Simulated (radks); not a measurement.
Results of a calculation; reference values are marked as such.
Q: The mean radii <r> (bohr) of the occupied orbitals of an atom or ion are listed with their occupations. Code: a radial shooting solver on a logarithmic mesh with Libxc functionals. Model: Dirac Kohn-Sham, HCTH/407, spin-unpolarised, spherical densities, finite nucleus; Fermi nuclear charge, rms radius of each element as measured or else 0.836 A^(1/3) + 0.57 fm.

| orbital | occ. | <r> |
|---|---|---|
| 1s1/2 | 2 | 0.01716 |
| 2s1/2 | 2 | 0.07171 |
| 2p1/2 | 2 | 0.05905 |
| 2p3/2 | 4 | 0.06747 |
| 3s1/2 | 2 | 0.1864 |
| 3p1/2 | 2 | 0.1766 |
| 3p3/2 | 4 | 0.1920 |
| 3d3/2 | 4 | 0.1673 |
| 3d5/2 | 6 | 0.1720 |
| 4s1/2 | 2 | 0.4112 |
| 4p1/2 | 2 | 0.4131 |
| 4p3/2 | 4 | 0.4450 |
| 4d3/2 | 4 | 0.4499 |
| 4d5/2 | 6 | 0.4599 |
| 4f5/2 | 6 | 0.4678 |
| 4f7/2 | 6 | 0.4727 |
| 5s1/2 | 2 | 0.8376 |

Name the element and its charge. Open shells, if any, fill j = l - 1/2 first.

A: Z = 78, platinum, charge +18: Pt18+ in [Kr] 4d10 4f12 5s2. The 1s radius gives Z: for a bare nucleus <r> = (2 gamma + 1)/(2Z) with gamma = sqrt(1 - (Z/c)^2), 0.01695 bohr for Z = 78, and screening makes it slightly larger (0.01716 here). The occupations add up to 60, and the charge is Z minus that.
